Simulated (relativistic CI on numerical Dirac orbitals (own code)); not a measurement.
**Crystal-field levels of Fe7+, 3d**

Calculated by Dirac-Coulomb-Breit CI, orbitals from a KLI potential per configuration, a model potential for QED, valence Slater integrals scaled by 0.85, one configuration in a parametric crystal field (own radial code).

Field parameters in Wybourne normalisation: D3d B²₀ = −7Dσ, B⁴₀ = −14Dq − 21Dτ, B⁴₃ = −14√(10/7) Dq. The field is a parameter set, without covalency.

S is read from ⟨S²⟩ = S(S + 1).

Levels (cm⁻¹, degeneracy): 0 (2), 4763 (2), 5493 (2), 24378 (2), 24439 (2).

Task: Which field gives this pattern?
A. D3d, 10Dq = 19650, Dσ = 980, Dτ = 320 cm⁻¹
B. D3d, 10Dq = 19650, Dσ = 1200, Dτ = 320 cm⁻¹
C. D3d, 10Dq = 19650, Dσ = -760, Dτ = 320 cm⁻¹
D. D3d, 10Dq = 19650, Dσ = 550, Dτ = 320 cm⁻¹

Result: A. D3d, 10Dq = 19650, Dσ = 980, Dτ = 320 cm⁻¹, ground level with S = 0.50.
